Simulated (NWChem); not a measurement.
System: CH₅F₂NSi₂; SMILES F[SiH](F)/N=C/[SiH3]

The following NWChem deck was run.

```
start job
memory heap 200 mb stack 900 mb global 1100 mb
geometry units angstroms noautosym nocenter noautoz
  F     -0.696532    -1.941714     1.028855
  Si     0.331577    -1.525272    -0.148525
  F     -0.245395    -2.167567    -1.506005
  N      0.404525     0.187614    -0.355444
  C     -0.237642     1.058314     0.314760
  Si    -0.047211     2.925184    -0.034025
  H      1.659511    -2.092960     0.140554
  H     -0.937683     0.761341     1.131134
  H      0.438791     3.590932     1.213670
  H      0.910500     3.134014    -1.153759
  H     -1.392786     3.483672    -0.369160
end
basis spherical
  F library 6-31g*
  Si library 6-31g*
  N library 6-31g*
  C library 6-31g*
  H library 6-31g*
end
dft
  xc pbe0
  iterations 150
end
property
  shielding
end
task dft property
```

Excerpt of the output:

```
             Northwest Computational Chemistry Package (NWChem) 7.3.0
             --------------------------------------------------------

                             Geometry "geometry" -> ""
                             -------------------------

 Output coordinates in angstroms (scale by  1.889725989 to convert to a.u.)

  No.       Tag          Charge          X              Y              Z
 ---- ---------------- ---------- -------------- -------------- --------------
    1 F                    9.0000    -0.69653200    -1.94171400     1.02885500
    2 Si                  14.0000     0.33157700    -1.52527200    -0.14852500
    3 F                    9.0000    -0.24539500    -2.16756700    -1.50600500
    4 N                    7.0000     0.40452500     0.18761400    -0.35544400
    5 C                    6.0000    -0.23764200     1.05831400     0.31476000
    6 Si                  14.0000    -0.04721100     2.92518400    -0.03402500
    7 H                    1.0000     1.65951100    -2.09296000     0.14055400
    8 H                    1.0000    -0.93768300     0.76134100     1.13113400
    9 H                    1.0000     0.43879100     3.59093200     1.21367000
   10 H                    1.0000     0.91050000     3.13401400    -1.15375900
   11 H                    1.0000    -1.39278600     3.48367200    -0.36916000

 Effective nuclear repulsion energy (a.u.)     353.1843592811

                              NWChem Property Module
                              ----------------------

  itol2e modified to match energy
  convergence criterion.

                                 NWChem DFT Module
                                 -----------------

 Summary of "ao basis" -> "ao basis" (spherical)
 ------------------------------------------------------------------------------
       Tag                 Description            Shells   Functions and Types
 ---------------- ------------------------------  ------  ---------------------
 F                           6-31g*                  6       14   3s2p1d
 Si                          6-31g*                  8       18   4s3p1d
 N                           6-31g*                  6       14   3s2p1d
 C                           6-31g*                  6       14   3s2p1d
 H                           6-31g*                  2        2   2s

  itol2e modified to match energy
  convergence criterion.

[...]

          -----------------------------------------
          Chemical Shielding Tensors (GIAO, in ppm)
          -----------------------------------------

                                NWChem CPHF Module
                                ------------------

  scftype          =     RHF
  nclosed          =       32
  nopen            =        0
  variables        =     2240
  # of vectors     =        3
  tolerance        = 0.10D-03
  level shift      = 0.00D+00
  max iterations   =       50
  max subspace     =       30

 SCF residual:    4.3923075703532160E-005

Iterative solution of linear equations
  No. of variables     2240
  No. of equations        3
  Maximum subspace       30
        Iterations       50
       Convergence  1.0D-04

   iter   nsub   residual    time
   ----  ------  --------  ---------
     1      3    9.38D-01      46.3
     2      6    1.59D-01      50.8
     3      9    6.71D-03      55.3
     4     12    5.87D-04      59.8
     5     15    1.89D-05      64.3

      Atom:    1  F
        Diamagnetic
    470.9354      5.4522    -14.1091
      5.4522    464.5001     -5.7416
    -14.1091     -5.7416    475.8092

        Paramagnetic
    -97.7211     26.6683    -10.5610
     26.6683   -178.1982      6.7351
    -10.5610      6.7351   -105.6952

        Total Shielding Tensor
    373.2143     32.1206    -24.6701
     32.1206    286.3019      0.9936
    -24.6701      0.9936    370.1140

           isotropic =     343.2101
          anisotropy =      87.1084

          Principal Components and Axis System
                 1           2           3
              401.2824    353.4593    274.8885

      1         0.7699      0.5458     -0.3307
      2         0.2099      0.2728      0.9389
      3        -0.6027      0.7922     -0.0955

      Atom:    2  Si
        Diamagnetic
    876.6676      2.0491     -1.4763
      2.0491    881.7657      1.0604
     -1.4763      1.0604    882.2688

        Paramagnetic
   -421.8766    -21.1762    -18.8645
    -21.1762   -447.3449     10.9445
    -18.8645     10.9445   -425.3716

        Total Shielding Tensor
    454.7909    -19.1271    -20.3408
    -19.1271    434.4209     12.0049
    -20.3408     12.0049    456.8972

           isotropic =     448.7030
          anisotropy =      55.4447

          Principal Components and Axis System
                 1           2           3
              485.6661    437.5083    422.9346

      1         0.6636      0.5391      0.5187
      2        -0.3963     -0.3348      0.8549
      3        -0.6345      0.7728      0.0085

      Atom:    3  F
        Diamagnetic
    462.4834      5.0012      9.0168
      5.0012    465.5654     11.2768
      9.0168     11.2768    481.5313

        Paramagnetic
   -138.2083     25.7928      9.2244
     25.7928   -165.6137      5.6530
      9.2244      5.6530   -107.2787

        Total Shielding Tensor
    324.2751     30.7940     18.2411
     30.7940    299.9517     16.9298
     18.2411     16.9298    374.2527

           isotropic =     332.8265
          anisotropy =      83.3614

          Principal Components and Axis System
                 1           2           3
              388.4008    331.2359    278.8428

      1         0.3925      0.7383     -0.5486
      2         0.3029      0.4594      0.8350
      3         0.8685     -0.4939     -0.0433

      Atom:    4  N
        Diamagnetic
    311.9496     -8.8748     -3.7926
     -8.8748    345.0951      7.2542
     -3.7926      7.2542    311.8566

[...]
```

Level: PBE0/6-31G* (spherical d), GIAO. All runs use the structure optimised with PBE0/def2-SVP. The printed shielding anisotropy is the first printed principal value minus the mean of the other two.
